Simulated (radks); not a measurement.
The germanium anion Ge-, configuration [Ar] 3d10 4s2 4p3.

Calculated with a radial shooting solver on a logarithmic mesh with Libxc functionals: scalar-relativistic Kohn-Sham, PBE, spin-unpolarised, spherical densities, finite nucleus; Fermi nuclear charge, rms radius 4.0742 fm; hard spherical wall at 8 bohr.

Energy parts (hartree):
total: -2098.83061
kinetic: 2136.92750
electron-nucleus: -5067.45466
Hartree: 911.39386
exchange-correlation: -79.69731

Orbitals (lengths in bohr, moments of r in powers of bohr; <r^-3> diverges for s and p1/2):
| orbital | occ. | eigenvalue (hartree) | <1/r> | <r^-3> |
|---|---|---|---|---|
| 1s | 2 | -402.5225 | 32.38 | - |
| 2s | 2 | -50.12496 | 7.106 | - |
| 2p | 6 | -43.76474 | 6.967 | 994.4 |
| 3s | 2 | -5.90501 | 2.283 | - |
| 3p | 6 | -3.96210 | 2.130 | 134.5 |
| 3d | 10 | -0.79039 | 1.780 | 14.16 |
| 4s | 2 | -0.16257 | 0.5999 | - |
| 4p | 3 | 0.10061 | 0.4123 | 4.623 |
| 5s | 0 | 0.24030 | 0.2677 | - |
| 4d | 0 | 0.30516 | 0.2357 | 0.1302 |
| 5p | 0 | 0.35068 | 0.3122 | 3.957 |

The highest occupied level is 4p at 2.738 eV. The pressure on the wall is 0.612 GPa. Summed over all electrons, <r^2> = 57.32 bohr^2, which gives a Langevin (diamagnetic) susceptibility term of -45.4 x 10^-6 cm^3/mol.
